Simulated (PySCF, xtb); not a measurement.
Te(GeH3)(OSiH3) (GeH6OSiTe), SMILES [SiH3]O[Te][GeH3]. Other conformers were not sampled.

Harmonic wavenumbers (cm⁻¹) from GFN2-xTB in xtb at its own minimum, in rising order: 51, 86, 107, 140, 155, 254, 406, 440, 447, 602, 626, 735, 762, 793, 830, 847, 866, 941, 1890, 1977, 2006, 2169, 2212, 2328.

**Question.** What does B3LYP-D3(BJ)/def2-SVP (PySCF) give at its own minimum? (The exact figures need the calculation; the answer reports its results.)

**Answer.** 48, 70, 84, 140, 145, 228, 474, 485, 501, 718, 727, 787, 862, 880, 904, 944, 958, 996, 2121, 2141, 2143, 2205, 2211, 2239. Paired by order, the mean absolute difference is 70 cm⁻¹ and the zero-point energies are 31.0 and 32.9 kcal/mol.
